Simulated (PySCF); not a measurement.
3-ethenylthietane (C5H8S), SMILES C=CC1CSC1. Geometry: PBE-D3(BJ)/def2-SVP. One conformer was computed; it need not be the lowest.

Computed equilibrium geometry at PBE-D3(BJ)/def2-SVP (PySCF confirms it by a frequency run) as a Z-matrix, and its point group (one conformer of several):
point group Cs.
```
C
H 1 1.1097
C 1 1.4978 2 109.87
C 3 1.3446 1 125.22 2 0.00
H 4 1.1011 3 121.72 1 180.00
H 4 1.1032 5 117.06 3 180.00
H 3 1.1069 4 119.24 5 0.00
C 1 1.5524 2 108.62 3 -129.04
H 8 1.1076 1 116.29 2 27.24
H 8 1.1107 9 109.13 1 -128.95
C 1 1.5524 2 108.62 3 129.04
H 11 1.1076 1 116.29 2 -27.24
H 11 1.1107 12 109.13 1 128.95
S 8 1.8550 9 115.04 10 -125.60
```
Charge 0, spin multiplicity 1.
